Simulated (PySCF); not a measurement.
BH3OSe2, SMILES [SeH]B(O)[SeH].

Geometry optimised at PBE-D3(BJ)/def2-SVP. The values are those of a single conformer.

These are PBE-D3(BJ)/def2-SVP run with PySCF values and carry that method's errors.

Frequencies are harmonic and unscaled.

Computed vibrational spectrum:
| mode | ν (cm⁻¹) | IR (km/mol) | moving atoms (share of kinetic energy) |
|---|---|---|---|
| 1 | 136 | 1.2 | H 96 % |
| 2 | 140 | 0.8 | Se 80 %, O 9 % |
| 3 | 269 | 4.2 | O 66 %, Se 23 %, H 11 % |
| 4 | 291 | 1.5 | H 91 % |
| 5 | 383 | 5.6 | O 39 %, Se 32 %, B 20 %, H 9 % |
| 6 | 434 | 28.2 | B 56 %, H 41 % |
| 7 | 461 | 82.3 | H 58 %, B 25 %, O 16 % |
| 8 | 653 | 40.2 | H 74 %, B 20 % |
| 9 | 728 | 16.6 | H 88 % |
| 10 | 791 | 128.4 | H 53 %, B 41 % |
| 11 | 1050 | 255.6 | H 57 %, B 30 %, O 12 % |
| 12 | 1316 | 190.3 | B 67 %, O 29 % |
| 13 | 2329 | 33.2 | H 99 % |
| 14 | 2365 | 12.9 | H 99 % |
| 15 | 3752 | 69.0 | H 94 % |
